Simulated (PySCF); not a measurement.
# Small edits and their spectra

Starting compound: SMILES C=C1C[SiH2]O[SiH2][SiH2]1, C₃H₁₀OSi₃.

1H NMR (400 MHz, computed): δ 6.08 (br s, 1H), 5.89 (br s, 1H), 5.69 (m, 2H), 5.11 (m, 2H), 4.29 (m, 2H), 1.99 (m, 2H). 13C{1H} NMR (computed): δ 147.2 (C), 134.4 (CH2), 32.1 (CH2).

No solvent, no relativistic terms, a single conformation, one averaged value for each set of equivalent atoms. GIAO PBE0/pcSseg-1 shieldings; geometry: GFN2-xTB; PySCF.

Referencing at the same level of theory: 1H (σref 31.72), 13C (σref 186.93) vs TMS. Where no couplings were computed, multiplicities follow the n + 1 count of equivalent neighbours, and m marks all less simple cases (inequivalent or close neighbours, rings, F or P nearby). Shifts are as computed. Against solution values, carbons near 30 ppm lie about +3 ppm off and those near 130 ppm about +5 ppm. Of 1309 compounds with measured shifts, 239 miss one by over three times the rms of a fit or turn the order of signals round; such compounds aren't used in these exercises. OH and NH positions are gas-phase values without hydrogen bonding to other molecules.

Problem. What are the spectra after this edit: H on Si replaced by OH, giving `C=C1C[SiH2]O[SiH2][Si@H]1O`?

Solution. 1H NMR (400 MHz, computed): δ 6.04 (br s, 1H), 5.78 (br s, 1H), 5.71 (m, 1H), 5.51 (m, 1H), 5.45 (m, 1H), 5.25 (m, 1H), 4.91 (m, 1H), 2.57 (m, 1H), 1.70 (m, 1H), 1.08 (br s, 1H). 13C{1H} NMR (computed): δ 156.2 (C), 133.0 (CH2), 30.4 (CH2).

Problem. What are the spectra after this edit: H on Si replaced by CH3, giving `C=C1C[SiH2]O[Si@H](C)[SiH2]1`?

Solution. 1H NMR (400 MHz, computed): δ 6.06 (br s, 1H), 5.87 (br s, 1H), 5.71 (m, 1H), 5.22 (m, 1H), 5.00 (m, 1H), 4.40 (m, 1H), 4.02 (m, 1H), 2.16 (m, 1H), 1.78 (m, 1H), 0.46 (d, 3H). 13C{1H} NMR (computed): δ 148.2 (C), 133.6 (CH2), 32.3 (CH2), 2.6 (CH3).
